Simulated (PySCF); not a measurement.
Isomers of C6H13FGe.

All values: CAM-B3LYP/def2-SVPD (PySCF) at PBE0-D3(BJ)/def2-SVP geometries, gas phase, one conformer each. Core orbitals are frozen in the response; Δα² is half the sum of the squared differences of the principal polarisabilities. The calculation is non-relativistic, for germanium too.

Problem. Rank by dipole moment, lowest first.
A. `[CH3:1][C@@H:2]1[CH2:3][GeH2:4][CH2:5][C@@H:6]([F:7])[CH2:8]1` with C1–C2–C3–Ge4 -179°, C2–C3–Ge4–C5 44°, C3–Ge4–C5–C6 -43°, Ge4–C5–C6–F7 -64°
B. `[CH3:1][C@@:2]1([GeH3:3])[CH2:4][CH2:5][C@H:6]([F:7])[CH2:8]1` with C1–C2–C4–C5 154°, C2–C4–C5–C6 -14°, C4–C5–C6–F7 105°, C5–C6–C8–C2 33°
C. `[CH3:1][C@@H:2]1[CH2:3][CH2:4][CH2:5][Ge@@H:6]([F:7])[CH2:8]1` with C1–C2–C3–C4 169°, C2–C3–C4–C5 69°, C3–C4–C5–Ge6 -55°, C4–C5–Ge6–F7 -70°
D. `[CH3:1][C@@H:2]1[CH2:3][CH2:4][C@H:5]([F:6])[CH2:7][GeH2:8]1` with C1–C2–C3–C4 178°, C2–C3–C4–C5 67°, C3–C4–C5–F6 54°, C4–C5–C7–Ge8 55°
E. `[CH3:1][CH:2]([CH3:3])[C@@H:4]1[GeH2:5][CH2:6][C@@H:7]1[F:8]` with C1–C2–C4–Ge5 170°, C2–C4–Ge5–C6 -142°, C4–Ge5–C6–C7 19°, Ge5–C6–C7–F8 90°, C2–C4–C7–C6 153°
F. `[CH3:1][C@@H:2]1[CH2:3][CH2:4][CH2:5][Ge@H:6]([F:7])[CH2:8]1` with C1–C2–C3–C4 169°, C2–C3–C4–C5 69°, C3–C4–C5–Ge6 -53°, C4–C5–Ge6–F7 154°

Solution. E (1.65 D), A (1.92 D), D (2.07 D), B (2.42 D), C (2.63 D), F (3.02 D).

Problem. Rank by HOMO energy, lowest first.
A. `[CH3:1][CH:2]([CH3:3])[C@@H:4]1[GeH2:5][CH2:6][C@H:7]1[F:8]` with C1–C2–C4–Ge5 -62°, C2–C4–Ge5–C6 -143°, C4–Ge5–C6–C7 20°, Ge5–C6–C7–F8 -150°, C2–C4–C7–C6 155°
B. `[CH3:1][C@@H:2]1[CH2:3][GeH2:4][CH2:5][C@H:6]([F:7])[CH2:8]1` with C1–C2–C3–Ge4 -179°, C2–C3–Ge4–C5 44°, C3–Ge4–C5–C6 -43°, Ge4–C5–C6–F7 177°
C. `[CH3:1][C:2]1([CH3:3])[CH2:4][CH2:5][C@@H:6]([F:7])[GeH2:8]1` with C1–C2–C4–C5 -79°, C2–C4–C5–C6 -55°, C4–C5–C6–F7 -74°, C5–C6–Ge8–C2 -16°
D. `[CH3:1][C@@H:2]1[CH2:3][CH2:4][C@H:5]([F:6])[CH2:7][GeH2:8]1` with C1–C2–C3–C4 178°, C2–C3–C4–C5 67°, C3–C4–C5–F6 54°, C4–C5–C7–Ge8 55°
E. `[CH3:1][C@@:2]1([GeH3:3])[CH2:4][CH2:5][C@@H:6]([F:7])[CH2:8]1` with C1–C2–C4–C5 161°, C2–C4–C5–C6 -36°, C4–C5–C6–F7 -100°, C5–C6–C8–C2 7°

Solution. B (-9.47 eV), E (-9.19 eV), A (-9.04 eV), D (-8.88 eV), C (-8.71 eV).

Problem. Rank by HOMO–LUMO gap, highest first.
A. `[CH3:1][C:2]1([CH3:3])[CH2:4][CH2:5][C@@H:6]([F:7])[GeH2:8]1` with C1–C2–C4–C5 -79°, C2–C4–C5–C6 -55°, C4–C5–C6–F7 -74°, C5–C6–Ge8–C2 -16°
B. `[CH3:1][C@@H:2]1[CH2:3][CH2:4][C@@H:5]([F:6])[CH2:7][GeH2:8]1` with C1–C2–C3–C4 178°, C2–C3–C4–C5 69°, C3–C4–C5–F6 171°, C4–C5–C7–Ge8 55°
C. `[CH3:1][C@@H:2]1[CH2:3][CH2:4][CH2:5][Ge@@H:6]([F:7])[CH2:8]1` with C1–C2–C3–C4 169°, C2–C3–C4–C5 69°, C3–C4–C5–Ge6 -55°, C4–C5–Ge6–F7 -70°
D. `[CH3:1][C@@H:2]1[CH2:3][GeH2:4][CH2:5][C@H:6]([F:7])[CH2:8]1` with C1–C2–C3–Ge4 -179°, C2–C3–Ge4–C5 44°, C3–Ge4–C5–C6 -43°, Ge4–C5–C6–F7 177°
E. `[CH3:1][Ge@@H:2]1[CH2:3][CH2:4][CH2:5][CH2:6][C@H:7]1[F:8]` with C1–Ge2–C3–C4 -164°, Ge2–C3–C4–C5 55°, C3–C4–C5–C6 -67°, C4–C5–C6–C7 68°

Solution. D (10.56 eV), C (10.33 eV), B (10.20 eV), E (10.00 eV), A (9.78 eV).

All values together:

```tsv
SMILES	μ (D)	HOMO (eV)	LUMO (eV)	α (Å³)	Δα (Å³)	ΔSCF removal energy (eV)
CC(C)[C@@H]1[GeH2][CH2][C@@H]1F	1.65	-8.97	0.95	15.10	3.35	9.58
C[C@@H]1CC[C@@H](F)[CH2][GeH2]1	1.99	-9.12	1.09	14.81	3.17	9.76
C[C@@H]1CC[C@H](F)[CH2][GeH2]1	2.07	-8.88	1.09	14.77	2.91	9.52
CC(C)[C@@H]1[GeH2][CH2][C@H]1F	1.79	-9.04	0.97	15.09	3.46	9.66
C[C@@]1([GeH3])CC[C@H](F)C1	2.42	-9.07	1.02	14.84	1.79	9.67
C[C]1(C)CC[C@@H](F)[GeH2]1	1.91	-8.71	1.07	14.89	1.73	9.33
C[C@@]1([GeH3])CC[C@@H](F)C1	1.36	-9.19	0.89	14.85	1.97	9.80
C[C@@H]1CC[CH2][Ge@H]([F])[CH2]1	3.02	-9.16	1.11	14.35	3.02	9.83
C[C@@H]1[CH2][GeH2][CH2][C@H](F)C1	2.00	-9.47	1.09	14.82	3.17	10.12
C[C@@H]1[CH2][GeH2][CH2][C@@H](F)C1	1.92	-9.16	1.10	14.78	3.07	9.81
[CH3][Ge@@H]1[CH2]CCC[C@H]1F	2.36	-8.80	1.20	14.73	3.21	9.47
C[C@@H]1CC[CH2][Ge@@H]([F])[CH2]1	2.63	-9.13	1.20	14.37	3.31	9.80
```

Conformers: `[CH3:1][CH:2]([CH3:3])[C@@H:4]1[GeH2:5][CH2:6][C@@H:7]1[F:8]` with C1–C2–C4–Ge5 170°, C2–C4–Ge5–C6 -142°, C4–Ge5–C6–C7 19°, Ge5–C6–C7–F8 90°, C2–C4–C7–C6 153°; `[CH3:1][C@@H:2]1[CH2:3][CH2:4][C@@H:5]([F:6])[CH2:7][GeH2:8]1` with C1–C2–C3–C4 178°, C2–C3–C4–C5 69°, C3–C4–C5–F6 171°, C4–C5–C7–Ge8 55°; `[CH3:1][C@@H:2]1[CH2:3][CH2:4][C@H:5]([F:6])[CH2:7][GeH2:8]1` with C1–C2–C3–C4 178°, C2–C3–C4–C5 67°, C3–C4–C5–F6 54°, C4–C5–C7–Ge8 55°; `[CH3:1][CH:2]([CH3:3])[C@@H:4]1[GeH2:5][CH2:6][C@H:7]1[F:8]` with C1–C2–C4–Ge5 -62°, C2–C4–Ge5–C6 -143°, C4–Ge5–C6–C7 20°, Ge5–C6–C7–F8 -150°, C2–C4–C7–C6 155°; `[CH3:1][C@@:2]1([GeH3:3])[CH2:4][CH2:5][C@H:6]([F:7])[CH2:8]1` with C1–C2–C4–C5 154°, C2–C4–C5–C6 -14°, C4–C5–C6–F7 105°, C5–C6–C8–C2 33°; `[CH3:1][C:2]1([CH3:3])[CH2:4][CH2:5][C@@H:6]([F:7])[GeH2:8]1` with C1–C2–C4–C5 -79°, C2–C4–C5–C6 -55°, C4–C5–C6–F7 -74°, C5–C6–Ge8–C2 -16°; `[CH3:1][C@@:2]1([GeH3:3])[CH2:4][CH2:5][C@@H:6]([F:7])[CH2:8]1` with C1–C2–C4–C5 161°, C2–C4–C5–C6 -36°, C4–C5–C6–F7 -100°, C5–C6–C8–C2 7°; `[CH3:1][C@@H:2]1[CH2:3][CH2:4][CH2:5][Ge@H:6]([F:7])[CH2:8]1` with C1–C2–C3–C4 169°, C2–C3–C4–C5 69°, C3–C4–C5–Ge6 -53°, C4–C5–Ge6–F7 154°; `[CH3:1][C@@H:2]1[CH2:3][GeH2:4][CH2:5][C@H:6]([F:7])[CH2:8]1` with C1–C2–C3–Ge4 -179°, C2–C3–Ge4–C5 44°, C3–Ge4–C5–C6 -43°, Ge4–C5–C6–F7 177°; `[CH3:1][C@@H:2]1[CH2:3][GeH2:4][CH2:5][C@@H:6]([F:7])[CH2:8]1` with C1–C2–C3–Ge4 -179°, C2–C3–Ge4–C5 44°, C3–Ge4–C5–C6 -43°, Ge4–C5–C6–F7 -64°; `[CH3:1][Ge@@H:2]1[CH2:3][CH2:4][CH2:5][CH2:6][C@H:7]1[F:8]` with C1–Ge2–C3–C4 -164°, Ge2–C3–C4–C5 55°, C3–C4–C5–C6 -67°, C4–C5–C6–C7 68°; `[CH3:1][C@@H:2]1[CH2:3][CH2:4][CH2:5][Ge@@H:6]([F:7])[CH2:8]1` with C1–C2–C3–C4 169°, C2–C3–C4–C5 69°, C3–C4–C5–Ge6 -55°, C4–C5–Ge6–F7 -70°.

Problem. By how much does the ΔSCF value exceed −ε(HOMO) over the species that have both?

Solution. By 0.60 to 0.68 eV, 0.64 eV on average, over 12 species.
